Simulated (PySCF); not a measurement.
## Telling isomers of C7H7FO apart by NMR

[PySCF 2.14: coordinates at the GFN2-xTB level; shielding tensors at PBE0/pcSseg-1 (GIAO); one conformer; gas phase; rapidly exchanging positions averaged; no relativistic terms]

Chemical shifts δ = σref − σ; ¹H (31.72 ppm) and ¹³C (186.93 ppm) against TMS, all at this level. Splittings of carbon signals by F and P are missing where no couplings were computed. Where no couplings were computed, multiplicities follow the n + 1 count of equivalent neighbours, and m marks all less simple cases (inequivalent or close neighbours, rings, F or P nearby). Shifts are as computed. Against solution values, carbons near 30 ppm lie about +3 ppm off and those near 130 ppm about +5 ppm. Of 1211 compounds with measured shifts, 218 miss one by over three times the rms of a fit or turn the order of signals round; such compounds aren't used in these exercises.

(1) Tabulate the signals of `C=C[C@](C)(F)C#CC=O`, `C#CC1=C[C@@H](F)COC1`, `COc1cccc(F)c1` and their relative energies.

(2) What is the quickest way to tell C#CC1=C[C@@H](F)COC1 from COc1cccc(F)c1?

(3) What is the quickest way to tell C=C[C@](C)(F)C#CC=O from COc1cccc(F)c1?

(4) What is the quickest way to tell C=C[C@](C)(F)C#CC=O from C#CC1=C[C@@H](F)COC1?

Answers

(1) 
| SMILES | carbon types | δC | δH | E rel. (kcal/mol) |
| --- | --- | --- | --- | --- |
| C=C[C@](C)(F)C#CC=O | 3×C 2×CH 1×CH2 1×CH3 | 180.2, 145.1, 122.1, 102.2, 94.0, 90.3, 30.9 | 9.58 (s, 1H), 6.03 (m, 1H), 6.03 (m, 1H), 5.70 (m, 1H), 1.77 (m, 3H) | 63.7 |
| C#CC1=C[C@@H](F)COC1 | 2×C 3×CH 2×CH2 | 145.2, 129.7, 91.0, 85.8, 84.1, 71.6, 69.9 | 6.83 (m, 1H), 5.35 (m, 1H), 4.35 (m, 1H), 4.29 (m, 1H), 4.23 (m, 1H), 3.48 (m, 1H), 2.78 (s, 1H) | 57.4 |
| COc1cccc(F)c1 | 2×C 4×CH 1×CH3 | 174.0, 168.2, 135.8, 118.8, 111.9, 101.3, 56.0 | 7.52 (m, 1H), 7.00 (d, 1H), 6.89 (m, 1H), 6.51 (m, 1H), 3.92 (s, 3H) | 0.0 |

Energies are electronic energies at PBE0/pcSseg-1 on these geometries, without zero-point or thermal terms, each for the one conformer computed, which needn't be the lowest.

(2) Both give the same number of carbon signals, but DEPT or the intensities differ. The first has an alkyne carbon (C) at 84.1 ppm, the second a methyl carbon bonded to O (CH3) at 56.0 ppm. Their most deshielded carbons lie at 145.2 and 174.0 ppm. In the proton spectra the most deshielded non-exchanging signals are 6.83 (m, 1H) and 7.52 (m, 1H).

(3) Both give the same number of carbon signals, but DEPT or the intensities differ. The first has a terminal =CH2 carbon at 122.1 ppm, the second an aromatic carbon bearing fluorine (C) at 174.0 ppm. Their most deshielded carbons lie at 180.2 and 174.0 ppm. In the proton spectra the most deshielded non-exchanging signals are 9.58 (s, 1H) and 7.52 (m, 1H).

(4) Both give the same number of carbon signals, but DEPT or the intensities differ. The first has a methyl carbon (CH3) at 30.9 ppm, the second an allylic sp3 CH bonded to F at 85.8 ppm. Their most deshielded carbons lie at 180.2 and 145.2 ppm. In the proton spectra the most deshielded non-exchanging signals are 9.58 (s, 1H) and 6.83 (m, 1H).
